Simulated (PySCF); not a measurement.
Compound: C₈H₁₁AsO.
SMILES: `c1coc([C@@H]2CCC[AsH]2)c1`

Theory: TDDFT CAM-B3LYP/def2-SVPD, vertical, gas phase, core orbitals frozen in the response (PySCF). One conformer (not necessarily the lowest) at the PBE0-D3(BJ)/def2-SVP geometry, without solvent, vibrations or thermal averaging. Relativistic effects, spin–orbit coupling among them, are left out although an element past zinc is present.

Lowest singlets, with some entries withheld (?).

| state | ν̃ (cm⁻¹) | f | main configurations (H = HOMO, L = LUMO) |
| --- | --- | --- | --- |
| S1 | 45850 | ? | H→L (83%) |
| S2 | 47770 | ? | H→L+1 (64%), H-1→L+1 (12%) |
| S3 | 48830 | ? | H→L+2 (72%), H-1→L (10%) |
| S4 | 49540 | ? | H-1→L (66%) |
| S5 | 51590 | ? | H-1→L+1 (56%), H→L+1 (11%), H→L+3 (11%) |
| S6 | 52990 | ? | H→L+3 (72%), H-1→L+1 (10%) |
| S7 | 54780 | ? | H-1→L+2 (32%), H→L+5 (28%), H→L+10 (13%) |
| S8 | 55070 | ? | H-1→L+2 (42%), H→L+5 (22%), H-2→L (8%) |
| S9 | 56790 | ? | H→L+5 (36%), H→L+10 (16%), H-2→L (15%) |
| S10 | 57220 | ? | H→L+4 (53%), H→L+6 (17%), H→L+8 (9%) |

Question: Supply the missing values.

Answer: 
- S1: f = 0.336
- S2: f = 0.028
- S3: f = 0.045
- S4: f = 0.034
- S5: f = 0.026
- S6: f = 0.019
- S7: f = 0.072
- S8: f = 0.042
- S9: f = 0.016
- S10: f = 0.030

Question: Where do the lowest triplets lie (Tamm–Dancoff)?

Answer: T1 3.84 eV, H→L (54%), H→L+2 (26%); T2 5.02 eV, H-1→L (49%), H→L (9%); T3 5.24 eV, H→L+10 (35%), H-2→L (17%), H-2→L+2 (9%); T4 5.34 eV, H-1→L+1 (51%), H-1→L+4 (10%), H→L+1 (8%). E(S1) − E(T1) = +1.85 eV.

Question: How far apart are S6 and S10, in eV and cm⁻¹?

Answer: 7.094 − 6.569 = 0.525 eV, or about 4230 cm⁻¹.

Question: What is the vertical ionisation energy by ΔSCF at this level?

Answer: 8.00 eV; −ε(HOMO) is 7.41 eV.
